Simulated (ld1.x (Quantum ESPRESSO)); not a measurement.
## technetium: one change to a TM potential, before and after

| Quantity | Value |
| --- | --- |
| Element | Tc |
| Generator | ld1.x (Quantum ESPRESSO) 7.5 |
| Type | norm-conserving Troullier–Martins (Kleinman–Bylander form) |
| Functional | LDA (PZ) |
| Relativity | scalar-relativistic |
| Frozen core | [Kr] |
| Valence charge | 7 |
| Reference configuration | 4d5 5s1.75 5p0.25 |
| Partial waves | 5s (bound): rc 2.50 bohr; 4d (bound): rc 2.00 bohr; 5p (bound): rc 2.45 bohr |
| Local potential | the p channel |
| Core correction | Bessel-smoothed model core inside 1.05 bohr |

All-electron outer shells of the reference configuration (LDA (PZ), scalar-relativistic, ld1.x):

| shell | level (eV) | outermost node (bohr) | outermost maximum (bohr) |
| --- | --- | --- | --- |
| 4s | -73.77 | 0.50 | 0.95 |
| 4p | -45.78 | 0.51 | 1.03 |
| 4d | -7.17 | 0.50 | 1.27 |
| 5s | -5.52 | 1.28 | 2.72 |
| 5p | -1.73 | 1.45 | 3.63 |

Change: functional PBE.

Cutoffs: the cutoffs (Ry, on a coarse ladder) from which the occupation-weighted sum of valence levels, in a spherical-Bessel basis at the reference potential, stays within 10 and 1 mRy of its value at 400 Ry; they do not see the model core or the augmentation charge, which bear on the density cutoff. Errors are all-electron minus pseudo energies relative to the spin-unpolarised reference configuration.

Question: What does the change do?

Answer: The potential gets neither clearly harder nor softer (40 Ry and 50 Ry → 40 Ry and 50 Ry); both files keep a bound ghost (s); the number of tests that count goes from 9 to 7; of the 7 tests that both files solve, the error grows in 3 and shrinks in 0 by more than 15 % and 0.3 meV (median size 37.9 → 40.0 meV).

```csv
quantity,base,changed
"cutoff, loose",40 Ry,40 Ry
"cutoff, tight",50 Ry,50 Ry
bound ghosts,s,s
"error for 4d5 5s2 5p0, meV [ΔE -0.94 → -0.92 eV]",-0.1,-0.1
"error for 4d5 5s1 5p0, meV [ΔE 7.49 → 7.24 eV]",-6.9,-8.1
"error for 4d5 5s0 5p0, meV [ΔE 22.69 → 22.09 eV]",-41,-48
"error for 4d3 5s0 5p0, meV [ΔE 93.85 → 92.83 eV]",-1109,-1143
"error for 4d5 5s0 5p2, meV [ΔE 6.95 → 6.79 eV]",-4.9,-8.3
"error for 4d5.5 5s1.5 5p0, meV [ΔE -1.54 → -1.55 eV]",-38,-40
"error for 4d4 5s2 5p1, meV [ΔE 5.66 → 5.69 eV]",-179,-191
s: phases at 2.71 bohr within 0.05 rad from the reference energy up to (Ry; the scan ends near 5),4.4,4.4
p: phases at 2.71 bohr within 0.05 rad from the reference energy up to (Ry; the scan ends near 5),0.3,0.3
d: phases at 2.71 bohr within 0.05 rad from the reference energy up to (Ry; the scan ends near 5),0.5,0.5
```

Base: These tests converged, but a pseudo level misses the all-electron one widely, so the file describes the atom poorly there or has found another state: 4d3 5s0 5p0: empty 5s by 4.6 eV (a node warning on the way). A true bound ghost makes a file unfit for plane-wave use even where its test errors are small: the radial tests pick states by their node count and pass the ghost by.
